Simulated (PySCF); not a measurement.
```xyz
7

B     -1.6059     0.2998     0.0268
C     -0.6521    -0.6631     0.2618
B      0.7491    -0.1249     0.3814
N      1.8940     0.3464     0.4753
H     -2.3741     1.1654    -0.1731
H     -0.8243    -1.7293     0.3628
H      2.8132     0.7057     0.5535
```

Charge 0, multiplicity 1.

Question: Give the Mulliken and meta-Löwdin atomic charges from PBE0-D3(BJ)/def2-TZVP (PySCF).

Answer: 
```
atom  Mulliken (e)  meta-Löwdin (e)
----  ------------  ---------------
B1           -0.05             0.16
C2           -0.17            -0.43
B3           -0.08             0.16
N4           -0.22            -0.42
H5            0.10             0.07
H6            0.16             0.19
H7            0.26             0.27
```
